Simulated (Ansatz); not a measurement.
Reactions of C2H5FOSi, SMILES `CC1O[SiH]1F`.

Isolated molecules relaxed with PBE0-D4/def2-TZVP in Ansatz; ΔE leaves out vibrations. CBS: MP2 limit from def2 TZ/QZ plus the TZ coupled-cluster correction, frozen cores. This one scheme is used for every species, atoms too. Functionals use def2-TZVPP. B3LYP here is the variant with VWN-RPA as its local correlation; programs differ in this. Open shells (•) are unrestricted, without spin–orbit coupling. Spin–orbit coupling would lower the free atoms: a little for C, F, O, Si. One conformer a species, not always the lowest.

```json
{"reaction": "`C[C@H]1O[Si@H]1F` → 2 C• + F• + 5 H• + O• + Si•", "MP2/CBS(def2) (eV)": "42.04", "HF/CBS(def2) (eV)": "29.75", "B3LYP-D4 (eV)": "40.81", "ωB97X-V (eV)": "41.08", "CCSD(T)/CBS(def2) (eV)": "41.04"}
{"reaction": "`C[C@H]1O[Si@H]1F` + H₂ → `F[SiH]1CO1` + CH₄", "MP2/CBS(def2) (eV)": "-0.51", "HF/CBS(def2) (eV)": "-0.76", "B3LYP-D4 (eV)": "-0.57", "ωB97X-V (eV)": "-0.56", "CCSD(T)/CBS(def2) (eV)": "-0.55"}
{"reaction": "`C[C@H]1O[Si@H]1F` + HCl → `F[Si@H]1O[C@@H]1Cl` + CH₄", "MP2/CBS(def2) (eV)": "0.22", "HF/CBS(def2) (eV)": "0.25", "B3LYP-D4 (eV)": "0.17", "ωB97X-V (eV)": "0.20", "CCSD(T)/CBS(def2) (eV)": "0.24"}
{"reaction": "`C[C@H]1O[Si@H]1F` + H₂ → `CC1O[SiH2]1` + H–F", "MP2/CBS(def2) (eV)": "1.32", "HF/CBS(def2) (eV)": "1.31", "B3LYP-D4 (eV)": "1.31", "ωB97X-V (eV)": "1.30", "CCSD(T)/CBS(def2) (eV)": "1.27"}
{"reaction": "`C[C@H]1O[Si@H]1F` + `OC1NCS1` → `CC1(O)NCS1` + `F[SiH]1CO1`", "MP2/CBS(def2) (eV)": "-0.33", "HF/CBS(def2) (eV)": "-0.24", "B3LYP-D4 (eV)": "-0.26", "ωB97X-V (eV)": "-0.29", "CCSD(T)/CBS(def2) (eV)": "-0.31"}
{"reaction": "`C[C@H]1O[Si@H]1F` + `FCN[SiH3]` → `CN([SiH3])CF` + `F[SiH]1CO1`", "MP2/CBS(def2) (eV)": "0.47", "HF/CBS(def2) (eV)": "0.46", "B3LYP-D4 (eV)": "0.44", "ωB97X-V (eV)": "0.43", "CCSD(T)/CBS(def2) (eV)": "0.46"}
{"reaction": "`C[C@H]1O[Si@H]1F` → `F[SiH]1CO1` + `[CH2]` (triplet)", "MP2/CBS(def2) (eV)": "4.80", "HF/CBS(def2) (eV)": "3.12", "B3LYP-D4 (eV)": "4.59", "ωB97X-V (eV)": "4.77", "CCSD(T)/CBS(def2) (eV)": "4.67"}
```

Largest T1 diagnostic: 0.013, for `CC1O[SiH2]1`.
